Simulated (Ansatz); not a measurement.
Molecule: H₅Si₂O₂ (charge 0, doublet). SMILES: O[Si](O)[SiH3]
Coordinates optimised at B3LYP-D3(BJ)/def2-TZVP (Ansatz, a quantum-chemistry and plane-wave program):
```
Si
O 1 1.6582
H 2 0.9636 1 118.61
O 1 1.6624 2 110.65 3 -29.06
H 4 0.9617 1 119.06 2 -66.62
Si 1 2.3694 2 111.65 3 87.41
H 6 1.4819 1 109.09 2 177.59
H 6 1.4820 7 109.02 1 117.90
H 6 1.4869 7 109.16 8 118.75
```
Charge 0, spin multiplicity 2.

Wanted: atomisation energy, in kcal/mol. Conventions: spin-orbit terms left out; non-relativistic; atomisation electronic, to ground-state atoms; no dispersion term unless named; six Cartesian d functions in 6-31G* and its kin unless marked 5d; frozen cores in correlated levels; open shells spin-unrestricted. CBS marks a two-point X^-3 extrapolation of the correlation energy; Hartree-Fock from the larger set. First-principles rows: single points at B3LYP-D3(BJ) geometries (Ansatz).

| species | coefficient | E at MP2/6-31G* (Ansatz), Eh | E at wB97X-V/def2-TZVPD (Ansatz), Eh |
|---|---|---|---|
| O[Si](O)[SiH3] | -1 | -731.00536 | -732.42382 |
| H atom | +5 | -0.49823 | -0.50049 |
| O atom | +2 | -74.88004 | -75.06921 |
| Si atom | +2 | -288.87203 | -289.31750 |

Coupled cluster (Ansatz) is a level with limits of its own, used here on species with T1 under 0.025 (0.045 for open shells) and stable references: CCSD(T)/CBS(aug-cc-pV(T+d)Z,aug-cc-pV(Q+d)Z). Value to compare with, CCSD(T)/CBS(aug-cc-pV(T+d)Z,aug-cc-pV(Q+d)Z) (Ansatz): 721.6 kcal/mol. 1 Eh = 627.5095 kcal/mol.

### Question
Work the quantity out at each level, and compare with CCSD(T)/CBS(aug-cc-pV(T+d)Z,aug-cc-pV(Q+d)Z) (Ansatz).

### Answer

- MP2/6-31G*: the sum of coefficient times E is 1.01007 Eh, or 633.83 kcal/mol. Result: 633.8 kcal/mol. Its difference against CCSD(T)/CBS(aug-cc-pV(T+d)Z,aug-cc-pV(Q+d)Z) (Ansatz) is -87.8 kcal/mol.
- wB97X-V/def2-TZVPD: the sum of coefficient times E is 1.14795 Eh, or 720.35 kcal/mol. Result: 720.3 kcal/mol. Its difference against CCSD(T)/CBS(aug-cc-pV(T+d)Z,aug-cc-pV(Q+d)Z) (Ansatz) is -1.3 kcal/mol.
